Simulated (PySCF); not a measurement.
Br₃Zr (SMILES [Br][Zr]([Br])[Br]), doublet, at a GFN2-xTB geometry (such geometries of metal compounds can be far from the true shape) (the multiplicity is a formal guess) (all electrons, no relativity). Base run: M06/3-21G (PySCF).

Geometry (Å):
```xyz
4

Zr    -0.3333     0.3026     0.6484
Br    -1.6292    -1.5044    -0.5015
Br     0.1014     1.9216    -1.2109
Br     1.9087    -0.7630     0.9714
```
Charge 0, spin multiplicity 2.
Orbitals are unrestricted.
All else is at PySCF's defaults.
Base energy -11209.26152 Eh.

Each row names what was changed in the base input (with any setting that the change needs).

```
change                          ΔE vs base (mEh)  grid points  electrons on the grid
------------------------------  ----------------  -----------  ---------------------
base                                       0.000        83664              145.00001
small_rho_cutoff = 0                       0.000        83664              145.00001
grids.prune = off                          0.004       158416              145.00001
grids.becke_scheme = stratmann             0.015        83664              145.00000
grids.level = 5                           -0.543       182616              145.00001
grids.level = 2                           -2.077        53632              144.99995
grids.atom_grid = (50, 194)                5.605        24632              145.00020
grids.atom_grid = (99, 590)               -0.812       114552              145.00000
grids.atom_grid = (75, 302)                0.189        52696              144.99996
grids.atom_grid = (30, 110)               -165.0         9768              144.99350
grids.level = 4                           -0.503       123424              145.00000
```

Open shells are given as the SCF converged; they aren't shown to be the lowest states, and a large step between rows can be another state.
